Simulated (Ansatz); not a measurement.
Reaction (formal exchange of groups at a Ge–F bond): `[OH][Ge][F]` + CH₄ → `[CH3][Ge][OH]` + H–F

Computed with Ansatz on PBE0-D4/def2-TZVP structures; ΔE is electronic, products minus reactants. CCSD(T)/CBS is the MP2 limit (def2-TZVPP, def2-QZVPP) plus CCSD(T) − MP2 in def2-TZVPP, frozen cores. This one scheme is used for every species. Functionals use def2-TZVPP. HSE06 is defined as in plane-wave codes. For Ge outer-core shells are correlated without core-valence functions, which leaves a few kJ/mol of doubt a bond. Scalar relativity is left out up to krypton. One conformer a species, not always the lowest.

**Question.** Is it downhill or uphill in electronic energy at CCSD(T)/CBS, and by how much? (Estimate.)

**Answer.** Ansatz gave: Uphill: ΔE = +1.56 eV.

**Question.** What do these levels give: revPBE-D4, B97M-V, HSE06-D4, PBE, CCSD(T)/def2-SVP, MP2/def2-TZVPP? (Best estimate.)

**Answer.** Ansatz gave: revPBE-D4 1.60, B97M-V 1.78, HSE06-D4 1.59, PBE 1.67, CCSD(T)/def2-SVP 1.75, MP2/def2-TZVPP 1.57 eV.

Largest T1 diagnostic among the species: 0.015.

The D4 term adds −0.06 eV with B3LYP and −0.03 eV with PBE0; it sums over pairs of atoms, weighted by their polarisabilities, and B3LYP, whose exchange is more repulsive, gets the larger term. In def2-TZVPP, CCSD(T) changes the Hartree–Fock value by −0.21 eV (the triples alone add −0.01 eV) and MP2 by −0.20 eV. From r2SCAN to r2SCAN0 (25 % exact exchange), in def2-TZVPP and without D4, ΔE moves by −0.06 eV.

B3LYP here is the variant with VWN-RPA as its local correlation; programs differ in this.
